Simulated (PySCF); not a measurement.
Dipole moment and polarisability of `CC(=O)C=C=C[SiH](Cl)Cl`

C5H6Cl2OSi.
Cartesian coordinates in Å at the GFN2-xTB level; atoms count from 1:
```xyz
15
C5H6Cl2OSi angstrom
C     -1.9471   -0.1696   -1.0958
C     -2.0424   -0.6167    0.3410
O     -2.9991   -1.2023    0.7892
C     -0.8660   -0.3087    1.1806
C      0.1531    0.3960    0.7779
C      1.1769    1.0411    0.3164
Si     2.6320    0.1978   -0.5493
Cl     2.1279   -1.7114   -0.9437
Cl     4.2465    0.2592    0.6562
H     -2.8703   -0.4078   -1.6171
H     -1.7612    0.9006   -1.1417
H     -1.1143   -0.6783   -1.5771
H     -0.9041   -0.7003    2.1879
H      1.2274    2.1146    0.4340
H      2.9363    0.8938   -1.7917
```

Level: B3LYP/def2-SVPD (PySCF), static field, nuclei fixed, core orbitals frozen in the response. The polarisability tensor in these axes (au):

```
x   161.41  22.96  -6.98
y    22.96  99.85  -2.03
z    -6.98  -2.03  98.23
```

Give the principal values, the mean and the anisotropy Δα = √{½[(α1 − α2)² + (α2 − α3)² + (α1 − α3)²]}.

Principal values 92.22, 97.51 and 169.77 au; mean 119.83 au = 17.76 Å³ = 19.76 × 10⁻⁴⁰ C²·m²/J; Δα = 75.05 au (63 % of the mean).

What is the dipole moment, and where does it point?

(2.08, 2.61, -1.38) D, 3.61 D in size, pointing from the negative to the positive side. Measured along this direction, the outermost atoms are O3 at the negative end and H15 at the positive end.

Directions of the eigenvectors, and the extent of the frame along each?

Largest value along (0.94, 0.31, -0.10), where the nuclei span 7.31 Å; middle along (0.08, 0.08, 0.99), 3.91 Å; least along (-0.32, 0.95, -0.05), 3.84 Å. 

Molar refractivity from α?

Lorentz–Lorenz: R = (4π/3)N_A α = 2.5225 cm³/(mol·Å³) × 17.76 Å³ = 44.8 cm³/mol, in the limit of long wavelengths.

Give the eigenvalues of the traceless quadrupole moment Θ = ½Σq(3rr − r²1), origin at the centre of nuclear charge.

-21.92, 9.74, 12.18 D·Å. The values depend on the origin, since the dipole doesn't vanish. The electronic extent ⟨r²⟩ about the same centre is 2579 bohr², a root-mean-square distance of 2.80 Å for the 92 electrons.

One conformer (not necessarily the lowest) at the GFN2-xTB geometry, without solvent, vibrations or thermal averaging.

The run behind these numbers computed excited states as well. On an Arm Neoverse V1 with one thread, shared host with 32 logical CPUs at a one-minute load of 21, this took 83 s (with the writing of density and orbital grids) and 1.0 GiB of memory at its peak.
